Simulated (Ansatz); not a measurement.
Isolated molecules relaxed with PBE0-D4/def2-TZVP in Ansatz; ΔE leaves out vibrations. CCSD(T)/CBS adds triple-zeta CCSD(T) − MP2 to the extrapolated MP2 energy (def2 sets, frozen cores). def2 core potentials past Kr. For Sn outer-core shells are correlated without core-valence functions, which leaves a few kJ/mol of doubt a bond. One conformer a species, not always the lowest.

Consider the cleavage of the Si–Sn bond: `O[SiH2][SiH2][SnH3]` + `O[SiH3]` → `O[SiH2][SiH2]O[SiH3]` + `[SnH4]`.

`O[SiH2][SiH2][SnH3]`:

```xyz
12

O    -1.472   -1.227    1.392
Si   -0.649   -1.769    0.066
Si   -0.056    0.045   -1.295
Sn    0.961    1.791    0.287
H    -1.083   -0.501    1.884
H    -1.558   -2.729   -0.607
H     0.606   -2.482    0.446
H    -1.244    0.647   -1.962
H     0.940   -0.328   -2.337
H     2.641    1.567    0.489
H     0.241    1.585    1.834
H     0.673    3.402   -0.195
```

`O[SiH3]`:

Cartesian coordinates in Å:
```
O -0.829 0.387 0.897
Si 0.168 0.006 -0.358
H -0.728 -0.103 1.714
H 1.600 0.214 -0.005
H -0.213 0.909 -1.468
H 0.003 -1.412 -0.780
```

`O[SiH2][SiH2]O[SiH3]`:

```xyz
13

O     1.266    1.780    0.678
Si    1.257    1.207   -0.875
Si   -0.728    0.024   -1.329
O    -0.961   -1.130   -0.173
Si   -0.863   -1.432    1.426
H     1.251    1.128    1.381
H     1.369    2.399   -1.754
H     2.431    0.320   -1.129
H    -1.904    0.939   -1.341
H    -0.665   -0.664   -2.647
H     0.401   -0.855    1.974
H    -0.850   -2.897    1.639
H    -2.005   -0.819    2.150
```

`[SnH4]`:

```xyz
5

Sn    0.000    0.000    0.000
H    -1.233    0.963    0.674
H     1.323   -0.061    1.072
H     0.501    0.675   -1.482
H    -0.590   -1.576   -0.264
```

| species | CCSD(T)/CBS(def2) energy (Eh) |
| --- | --- |
| `O[SiH2][SiH2][SnH3]` | -872.19303 |
| `O[SiH3]` | -366.69042 |
| `O[SiH2][SiH2]O[SiH3]` | -1022.51250 |
| `[SnH4]` | -216.39156 |

Problem. Work out ΔE.

Solution. ΔE = (-1022.51250) + (-216.39156) − (-872.19303) − (-366.69042) = -0.02061 Eh = -54.1 kJ/mol.

Largest T1 diagnostic among the species: 0.013.

In def2-TZVPP, CCSD(T) changes the Hartree–Fock value by +26.1 kJ/mol (the triples alone add +3.7 kJ/mol) and MP2 by +27.9 kJ/mol. From PBE to PBE0 (25 % exact exchange), in def2-TZVPP and without D4, ΔE moves by −6.1 kJ/mol. Leaving LDA and LC-ωPBE aside and taking each functional with its dispersion term where it has one, the values, not all of them listed here, spread over 31.8 kJ/mol, from CAM-B3LYP-D4 to PBE-D4. LDA lies −4.9 kJ/mol from PBE without D4.
